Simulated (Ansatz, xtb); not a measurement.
Isomers of C2H7GeNSi in order of energy

7 gas-phase structures of C2H7GeNSi, from a drawn sample of its isomers (lower ones may exist). Each was relaxed with GFN2-xTB; where two conformers were screened, the lower at r2SCAN-D4/def2-SVP is listed:

A. `N[SiH2]C#[C][GeH3]`, a singlet
B. `C#[C][GeH2][NH][SiH3]`, a singlet
C. `C#C[SiH2][NH][GeH3]`, a singlet
D. `N#C[SiH2][CH2][GeH3]`, a singlet
E. `[NH2][GeH2][C]#C[SiH3]`, a singlet
F. `N#C[C@@H]([SiH3])[GeH3]`, a singlet
G. `N#C[CH2][GeH2][SiH3]`, a singlet

Question: Make a reasoned guess at their ranking by r2SCAN-D4/def2-SVP single-point energy.

Answer: Calculated order at r2SCAN-D4/def2-SVP: D (0.0), G (23.7), F (41.7), A (64.0), C (77.3), B (102.1), E (106.4) kJ/mol.

Energies above the lowest of each column, in kJ/mol; the last columns are at PBE0-D3(BJ)/def2-SVP geometries and were run for some of them only (a dash: not run or not comparable):

| structure | GFN2-xTB | HF/STO-3G | r2SCAN-D4/def2-SVP | PBE0-D3(BJ)/def2-SVP | CCSD(T)/def2-SVP + ΔMP2/def2-TZVPP |
| --- | --- | --- | --- | --- | --- |
| D | 77.5 | 0.0 | 0.0 | 0.0 | 0.0 |
| G | 0.0 | 55.7 | 23.7 | 16.3 | 38.0 |
| F | 27.9 | 72.6 | 41.7 | 38.0 | 52.1 |
| A | 67.8 | 154.1 | 64.0 | 71.2 | – |
| C | 44.6 | 173.3 | 77.3 | 80.4 | – |
| B | 39.6 | 183.4 | 102.1 | – | – |
| E | 94.4 | 171.7 | 106.4 | – | – |

CCSD(T)/def2-SVP + ΔMP2/def2-TZVPP puts D lowest of those it was run on; GFN2-xTB picks G. Flexible structures stand in one conformer each, not always the lowest. Frequencies (GFN2-xTB) were run for D, F, G alone. ΔMP2 is the change of the MP2 energy from the smaller to the larger basis.

Over these structures GFN2-xTB departs from r2SCAN-D4/def2-SVP by 28.4 kJ/mol on average once a common shift is removed. A GFN2-xTB relaxation took about 0.18 s and the r2SCAN-D4/def2-SVP energy about 3.3 s on a shared host (Ansatz 0.2.0, xtb 6.7.1).
